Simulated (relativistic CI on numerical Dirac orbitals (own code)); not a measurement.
Sensitivity of the levels of Cs³⁺ to α and to the nuclear radius

These numbers are calculated, not measured: Dirac-Coulomb-Breit CI, orbitals from a KLI potential per configuration, valence Slater integrals scaled by 0.85, P86 correlation energy added to each configuration, derivatives by finite differences, QED left out (own radial code, finite nucleus).

CI space (outside the closed core [Kr] 4d10): 5s2 5p4, 5s 5p5, 5s2 5p3 5d, 5p6, 5s2 5p3 5f, 5s 5p4 5d. The list is cut by size and lacks configurations that can hold low levels.

With x = (α/α₀)² − 1 an excitation energy changes as ω = ω₀ + qx; K = 2q/ω₀ is the relative enhancement. Terms are leading LS components, so labels can repeat. The field-shift factor is F = δν/δ⟨r²⟩ for the transition from the lowest level.

Lowest level 5s2 5p4 3P_2.

| Level | ω₀ (cm⁻¹) | q (cm⁻¹) | F (GHz/fm²) |
| --- | --- | --- | --- |
| 5s2 5p4 3P_0 | 9888.3 | 5390 | -0.292 |
| 5s2 5p4 3P_1 | 12710.2 | 15780 | -0.624 |
| 5s2 5p4 1D_2 | 21609.2 | 14740 | -0.507 |
| 5s2 5p4 1S_0 | 43334.0 | 26630 | -1.5 |
| 5s 5p5 3P°_2 | 118467.9 | 21070 | -21.6 |
| 5s 5p5 3P°_1 | 125510.0 | 25350 | -20.1 |
| 5s 5p5 3P°_0 | 131971.3 | 33510 | -19.7 |
| 5s2 5p3 5d 5D°_3 | 139696.7 | 7512 | 2 |
| 5s2 5p3 5d 5D°_2 | 139998.3 | 8246 | 1.69 |
| 5s2 5p3 5d 5D°_0 | 140428.5 | 11990 | -0.438 |
| 5s2 5p3 5d 5D°_4 | 140539.7 | 8877 | 2.01 |
| 5s2 5p3 5d 5D°_1 | 140597.0 | 11490 | 0.662 |
| 5s2 5p3 5d 1P°_1 | 146880.4 | 24930 | -11.4 |

Correlation outside the listed configurations is missing or only estimated: errors of thousands of cm⁻¹ between configurations and terms are usual at this charge. Rates and lifetimes follow the computed energies and can be off by large factors. The fine structure of a lone outer electron comes out too small, for d and f at times inverted, and misplaced configurations move strength between like terms.

Problem. Which transition from the lowest level has the largest |K|?

Solution. 5s2 5p4 3P_1 at 12710.2 cm⁻¹, K = 2.48.
